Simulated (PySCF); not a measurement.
Si(H)2(OMe)(OSiH3), CH8O2Si2, SMILES CO[SiH2]O[SiH3] (CAM-B3LYP/def2-SVP optimised geometry):

```
13

Si    -0.457    -0.683     0.000
O     -1.016    -1.403     1.373
C     -0.608    -2.641     1.893
O     -0.935    -1.495    -1.353
Si    -2.076    -1.901    -2.478
H      1.029    -0.683     0.000
H     -1.029     0.683     0.000
H     -0.966    -2.729     2.929
H     -1.025    -3.483     1.313
H      0.493    -2.744     1.902
H     -2.793    -3.134    -2.053
H     -3.062    -0.797    -2.642
H     -1.402    -2.153    -3.778
```

Calculation: PySCF with CAM-B3LYP/def2-TZVP.

Task: What are the frontier orbital energies and the dipole moment?

Result: HOMO-2 -10.34 eV, HOMO-1 -9.96 eV, HOMO -9.88 eV, LUMO 1.07 eV, LUMO+1 1.85 eV; dipole moment 0.87 D.

Meta-Löwdin charges at CAM-B3LYP/def2-TZVP: Si1 1.10, O2 -0.62, C3 -0.10, O4 -0.85, Si5 0.78, H6 -0.14, H7 -0.13, H8 0.12, H9 0.10, H10 0.10, H11 -0.12, H12 -0.12, H13 -0.12.
